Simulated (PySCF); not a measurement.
## CH5BF3N: full NMR table

```yaml
Formula: CH5BF3N
SMILES: "[NH3+][BH2-]C(F)(F)F"
InChI: InChI=1S/CH5BF3N/c3-1(4,5)2-6/h2H2,6H3
Point_group_of_the_computed_structure: Cs
Carbon_signals: 1
Proton_signals: 2
```

Atom-mapped SMILES (the numbers label the heavy atoms): `[NH3+:1][BH2-:2][C:3]([F:4])([F:5])[F:6]`; H(Xn) means a hydrogen on atom n.

[PySCF 2.14.0 with density-fitted response routines: coordinates at the PBE0-D3(BJ)/def2-SVP level; couplings computed with B3LYP/pcJ-1 (spin–dipole term only in couplings to heteroatoms); shielding tensors at PBE0/pcSseg-1 (GIAO); single conformer; no solvent model; fast rotation and ring inversion assumed for equivalent nuclei; non-relativistic Hamiltonian]

Shifts are taken against calculated references (same method and geometry level): 1H (31.27 ppm) and 13C (184.41 ppm) vs TMS; 19F (177.25 ppm) against CFCl3; BF3·OEt2 for 11B (100.73 ppm); 15N (265.67 ppm) vs NH3.

| carbon | δC, type | δH (multiplicity, J in Hz) | HMBC from (abs. J ≥ 3 Hz) | span of the C tensor (ppm) |
| --- | --- | --- | --- | --- |
| C3 | 141.5, C | – | H(B2) | 29 |

Other nuclei:
```tsv
atoms	nucleus	environment	δ (ppm)	σ (ppm)
H(N1)	1H	hydrogen on a donor nitrogen of a Lewis adduct	2.92	28.35
H(B2)	1H	hydrogen on a boron bonded to C, N	2.17	29.10
F4/F5/F6	19F	fluorine of a CF3 group	-82.8	260.0
B2	11B	boron bonded to C, N, 2 H	-22.9	123.7
N1	15N	donor nitrogen of a Lewis adduct	38.6	227.0
```

Selected couplings (Hz, signed; the shortest-range and largest first, 30 at most; isotopes 13C, 19F, 11B, 1H, 15N): 1J(C3,F4) -362.2, 1J(B2,H(B2)) 113.1, 1J(B2,C3) 85.2, 1J(N1,B2) -4.1, 2J(B2,F4) 39.2, 2J(N1,H(B2)) -2.5, 3J(F4,H(B2)) 11.0.

1. δH 2.92: hydrogen on a donor nitrogen of a Lewis adduct; exchangeable, gas-phase position.
2. δH 2.17: hydrogen on a boron bonded to C, N.

OH and NH positions are those of a molecule without intermolecular hydrogen bonds; in solution they move with solvent, concentration and temperature, and exchange usually removes their couplings. Hydrogens on boron are broadened and split by 11B (spin 3/2, 80 %) and 10B (spin 3). A carbon bonded to boron is broadened by the quadrupolar boron nucleus and is often missing from a measured spectrum. Common functionals overestimate the size of one-bond C–F couplings by tens of Hz; these are unscaled. Shifts are as computed. Against solution values, carbons near 30 ppm lie about +2 ppm off and those near 130 ppm about +5 ppm. Of 1211 compounds with measured shifts, 218 miss one by over three times the rms of a fit or turn the order of signals round; such compounds aren't used in these exercises. Couplings to exchangeable protons are dropped. Unscaled 19F shifts against computed CFCl3 carry errors that often reach 10 to 50 ppm. Experimental scales use liquid or dissolved standards, which lie at an offset from isolated NH3 (liquid NH3: subtract about 20 ppm).
